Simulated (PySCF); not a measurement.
# Telling isomers of C7H8ClN apart by NMR

Calculated, not measured (PySCF 2.14.0 with density-fitted response routines): coordinates at the GFN2-xTB level, shieldings: GIAO PBE0/pcSseg-1. Fast rotation and ring inversion assumed for equivalent nuclei, non-relativistic, gas phase, single conformer.

Referencing at the same level of theory: 1H (σref 31.72) and 13C (σref 186.93) against TMS. Where no couplings were computed, multiplicities follow the n + 1 count of equivalent neighbours, and m marks all less simple cases (inequivalent or close neighbours, rings, F or P nearby). Shifts are as computed. Against solution values, carbons near 30 ppm lie about +3 ppm off and those near 130 ppm about +5 ppm; carbons on Cl a further +6 ppm. Of 1211 compounds with measured shifts, 218 miss one by over three times the rms of a fit or turn the order of signals round; such compounds aren't used in these exercises. Carbons bonded to Cl come out too deshielded. OH and NH positions are gas-phase values without hydrogen bonding to other molecules.

(1) Tabulate the signals of `Cc1cc(N)ccc1Cl`, `Cc1cccc(Cl)c1N` and their relative energies.

(2) What is the quickest way to tell Cc1cc(N)ccc1Cl from Cc1cccc(Cl)c1N?

## Answers

(1) 
| SMILES | carbon types | δC | δH | E rel. (kcal/mol) |
| --- | --- | --- | --- | --- |
| Cc1cc(N)ccc1Cl | 3×C 3×CH 1×CH3 | 150.8, 143.2, 136.0, 131.9, 118.3, 115.1, 24.0 | 7.35 (d, 1H), 6.60 (s, 1H), 6.52 (d, 1H), 3.33 (br s, 2H), 2.35 (s, 3H) | 1.0 |
| Cc1cccc(Cl)c1N | 3×C 3×CH 1×CH3 | 146.3, 134.2, 133.5, 127.1, 125.4, 122.1, 20.5 | 7.45 (d, 1H), 7.24 (d, 1H), 6.84 (m, 1H), 3.93 (br s, 2H), 2.23 (s, 3H) | 0.0 |

Energies are electronic energies at PBE0/pcSseg-1 on these geometries, without zero-point or thermal terms, each for the one conformer computed, which needn't be the lowest.

(2) Both give the same number of carbon signals, with the same numbers of each carbon type, so the positions decide. The first has an aromatic CH at 115.1 ppm, the second a substituted aromatic carbon (C) at 125.4 ppm. Their most deshielded carbons lie at 150.8 and 146.3 ppm.
